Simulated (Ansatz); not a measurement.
Geometry optimisation, Ansatz, RKS revPBE-D4/def2-SVP.

Input file:

```yaml
crystal:
  periodic: [false, false, false]
  atoms:
    - { symbol: B, position_ang: [-0.120931, -0.291333, -0.179416] }
    - { symbol: F, position_ang: [-0.062188, -0.670378, 1.11297] }
    - { symbol: O, position_ang: [1.00537, -0.239937, -0.960672] }
    - { symbol: H, position_ang: [1.813123, -0.298384, -0.42189] }
    - { symbol: "N", position_ang: [-1.405967, -0.017996, -0.746237] }
    - { symbol: H, position_ang: [-2.253824, -0.347085, -0.288627] }
    - { symbol: H, position_ang: [-1.502557, 0.111056, -1.752501] }
    - { symbol: O, position_ang: [-0.097473, 2.078365, 0.923] }
    - { symbol: H, position_ang: [-0.839823, 1.878602, 0.314046] }
    - { symbol: H, position_ang: [-0.24043, 1.38629, 1.616226] }
basis:
  gaussian: { orbitals: def2-SVP }
hamiltonian:
  xc: revpbe
  dispersion: d4
relax:
  f_tol: 0.03
  max_steps: 50
```

Run as:

```bash
$ ansatz run input.yaml --threads 2 --pin off --max-ram 3072MiB --backend cpu --events-out ev --progress --plain --runs-dir out
```

Problem. Where does it end, and by what steps?

Solution. The forces met the threshold. After 9 steps the energy has fallen by 0.048 eV; H10 moved furthest, 0.35 Å.

```csv
step,energy less start (eV),largest force component (eV/Å),accepted
0,0.0000,0.881,yes
1,-0.0364,0.367,yes
2,-0.0291,0.586,no
3,-0.0427,0.250,yes
4,-0.0455,0.241,yes
5,-0.0470,0.187,yes
6,-0.0472,0.100,yes
7,-0.0477,0.102,yes
8,-0.0483,0.037,yes
9,-0.0483,0.019,yes
```

```xyz
10
Properties=species:S:1:pos:R:3
B -0.091 -0.375 -0.218
F -0.006 -0.848 1.059
O 1.022 -0.275 -1.011
H 1.835 -0.412 -0.493
N -1.376 -0.011 -0.727
H -2.230 -0.331 -0.272
H -1.489 0.197 -1.718
O -0.177 2.180 0.936
H -0.820 1.783 0.310
H -0.373 1.681 1.752
```

Whether the end is a true minimum wasn't checked by a vibrational analysis.

Time of the run: 15 s on 2 threads of Arm Neoverse V2, with other jobs on the host, peak memory 0.15 GiB.
